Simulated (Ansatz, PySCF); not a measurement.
Noncovalent pair: CH2O (SMILES C=O) (first 4 atoms) with CH6Si (SMILES C[SiH3]); geometry from B3LYP-D3(BJ)/def2-TZVP, rigid monomers moved along the line of their centres of mass till O2···Si6 is 4.58 Å.
(charge 0, multiplicity 1):
```xyz
12

C      0.1719     0.2339    -0.2802
O     -0.8160    -0.0347     0.3457
H      1.1505     0.3876     0.2113
H      0.1531     0.3413    -1.3812
C     -1.3670    -0.6358     5.0389
Si     0.4227    -0.1681     4.7513
H     -1.4406    -1.6174     5.5108
H     -1.9018    -0.6660     4.0897
H     -1.8575     0.0890     5.6913
H      1.1607    -0.1230     6.0402
H      0.5436     1.1697     4.1217
H      1.1108    -1.1520     3.8795
```

Interaction energies are E(AB) − E(A) − E(B) at the monomers' geometry in the complex; basis-set methods are counterpoise corrected. Rows marked so take none.

Correlated levels freeze the cores. Rows in 6-31G*, STO-3G carry no dispersion term and start afresh at each structure (6-31G* with six Cartesian d functions).

Codes used: Ansatz (Gaussian orbitals); PySCF for 6-31G* rows, STO-3G rows, the dispersion terms. Values without a source in brackets are computed.

```tsv
level	interaction energy (kJ/mol)
HF/STO-3G (no counterpoise)	-0.8
HF/aug-cc-pV(D+d)Z	-2.2
PBE-D3(BJ)/def2-TZVPPD	-3.9
PBE-D4/def2-TZVPPD	-3.6
BP86/6-31G* (no counterpoise)	-2.6
r2SCAN/def2-TZVPPD	-2.5
B3LYP/def2-TZVPPD	___
wB97X-V/def2-TZVPPD	-3.5
MP2/aug-cc-pV(D+d)Z	-3.3
```

### Question
What belongs in the gaps?

### Answer

- B3LYP/def2-TZVPPD, interaction energy (kJ/mol): -1.4

Ansatz is a program for electronic structure.
